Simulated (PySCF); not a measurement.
Compounds:

A. `CC(F)(F)OC=C=O`
B. `C1(F)=CC/1=C(\C#N)F`
C. `CC([Si@H](C)OC=O)(C)C`
D. `CC(C)(C)C(=O)C[SiH2]O`

Spectrum 1. 1H NMR (400 MHz, computed): δ 5.02 (t, 2H), 3.69 (br s, 1H), 2.41 (t, 2H), 1.19 (s, 9H). 13C{1H} NMR (computed): δ 226.1 (C), 47.8 (C), 31.0 (CH2), 28.3 (CH3).

Spectrum 2. 1H NMR (400 MHz, computed): δ 6.65 (m, 1H), 1.87 (m, 3H). 13C{1H} NMR (computed): δ 234.7 (C), 132.2 (C), 79.1 (CH), 25.2 (CH3).

Spectrum 3. 1H NMR (400 MHz, computed): δ 6.25 (m, 1H). 13C{1H} NMR (computed): δ 166.9 (C), 123.6 (C), 118.1 (C), 117.2 (C), 101.2 (CH).

Spectrum 4. 1H NMR (400 MHz, computed): δ 8.13 (s, 1H), 5.09 (q, 1H), 1.03 (s, 9H), 0.40 (d, 3H). 13C{1H} NMR (computed): δ 165.9 (CH), 27.3 (CH3), 21.2 (C), -5.8 (CH3).

Computational details: geometry from GFN2-xTB, GIAO PBE0/pcSseg-1 shieldings, in PySCF 2.14.0 with density-fitted response routines (gas phase, rapidly exchanging positions averaged, non-relativistic, one computed conformer).

Shifts are taken against calculated references (same method and geometry level): 1H, 13C vs TMS. Splittings of carbon signals by F and P are missing where no couplings were computed. Where no couplings were computed, multiplicities follow the n + 1 count of equivalent neighbours, and m marks all less simple cases (inequivalent or close neighbours, rings, F or P nearby). Shifts are as computed. Against solution values, carbons near 30 ppm lie about +3 ppm off and those near 130 ppm about +5 ppm. Of 1309 compounds with measured shifts, 239 miss one by over three times the rms of a fit or turn the order of signals round; such compounds aren't used in these exercises. OH and NH positions are gas-phase values without hydrogen bonding to other molecules.

Problem. Match each spectrum to its structure.

Solution. 1–D, 2–A, 3–B, 4–C.

- Spectrum 1 (D): 4 13C signals; δC 226.1 is a ketone carbonyl carbon; δC 47.8 is a quaternary sp3 carbon α to a carbonyl.
- Spectrum 2 (A): 4 13C signals; δC 132.2 is a fully substituted sp3 carbon bonded to 2 F and O; δC 25.2 is a methyl carbon.
- Spectrum 3 (B): 5 13C signals; δC 123.6 is a fully substituted alkene carbon; δC 118.1 is a nitrile carbon.
- Spectrum 4 (C): 4 13C signals; δC 27.3 is a methyl carbon; δC -5.8 is a methyl carbon bonded to Si.
